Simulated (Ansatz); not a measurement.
Start from `[OH][Nb]([OH])([OH])=[S]` and change one atom or group to get `[OH][Nb]([OH])([F])=[S]`.

Ansatz, PBE0-D4/def2-TZVP geometries, multiplicity 1. Each molecule was computed in one conformer, which needn't be the lowest.

Elements past krypton have def2 core potentials.

| property | `[OH][Nb]([OH])([OH])=[S]` |
| --- | --- |
| size of the dipole moment (B3LYP/def2-TZVPP) / D | 0.04 |
| size of the dipole moment (ωB97M-V/def2-TZVPP) / D | 0.13 |
| HOMO energy (ωB97M-V/def2-TZVPP) / eV | -9.88 |
| zero-point energy (PBE0-D4/def2-TZVP) / kJ/mol | 107.4 |
| HOMO–LUMO gap (PBE/def2-TZVPP) / eV | 4.20 |
| HOMO–LUMO gap (PBE0/def2-TZVPP) / eV | 6.15 |

Q: Give the same properties after the change, and the shifts. (An estimate is asked.)

A: Computed: 
```json
{"property": "size of the dipole moment (B3LYP/def2-TZVPP) / D", "`[OH][Nb]([OH])([F])=[S]`": "2.20", "shift": "2.16"}
{"property": "size of the dipole moment (ωB97M-V/def2-TZVPP) / D", "`[OH][Nb]([OH])([F])=[S]`": "2.19", "shift": "2.06"}
{"property": "HOMO energy (ωB97M-V/def2-TZVPP) / eV", "`[OH][Nb]([OH])([F])=[S]`": "-10.04", "shift": "-0.16"}
{"property": "zero-point energy (PBE0-D4/def2-TZVP) / kJ/mol", "`[OH][Nb]([OH])([F])=[S]`": "79.7", "shift": "-27.7"}
{"property": "HOMO–LUMO gap (PBE/def2-TZVPP) / eV", "`[OH][Nb]([OH])([F])=[S]`": "3.96", "shift": "-0.24"}
{"property": "HOMO–LUMO gap (PBE0/def2-TZVPP) / eV", "`[OH][Nb]([OH])([F])=[S]`": "5.93", "shift": "-0.22"}
```

With PBE0 the HOMO falls by 0.17 eV and the LUMO falls by 0.39 eV, so the gap narrows by about 0.22 eV. PBE moves the HOMO by -0.14 eV and ωB97M-V by -0.16 eV. The zero-point energy changes by -27.7 kJ/mol with -3 modes. Dipoles are sizes alone; their direction can turn.

B3LYP here is the variant with VWN-RPA as its local correlation; programs differ in this.
